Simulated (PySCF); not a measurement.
Mg(H)(GeH3), H₄GeMg, SMILES [MgH][GeH3], PBE0/def2-SVP optimised geometry.

```
6

Mg    -0.76     0.05     0.00
H     -2.46     0.05     0.00
Ge     1.84     0.05     0.00
H      2.46     0.15     1.42
H      2.46    -1.23    -0.62
H      2.46     1.23    -0.79
```

Density from PBE0/def2-TZVP in PySCF at that geometry.

Minimum of the electron density along straight lines between bonded atoms, close to the bond critical point (lines longer than 1.1 times the sum of covalent radii, or with two minima, are not listed):

```
bond     length / Å  ρ at the minimum / e bohr⁻³  ∇²ρ there / e bohr⁻⁵  position (fraction from the first atom)
-------  ----------  ---------------------------  --------------------  ---------------------------------------
Mg1–H2        1.705                        0.055                  0.21                                     0.51
Mg1–Ge3       2.593                        0.040                  0.08                                     0.37
Ge3–H4        1.550                        0.127                  0.07                                     0.59
Ge3–H5        1.550                        0.127                  0.07                                     0.59
Ge3–H6        1.550                        0.127                  0.07                                     0.59
```
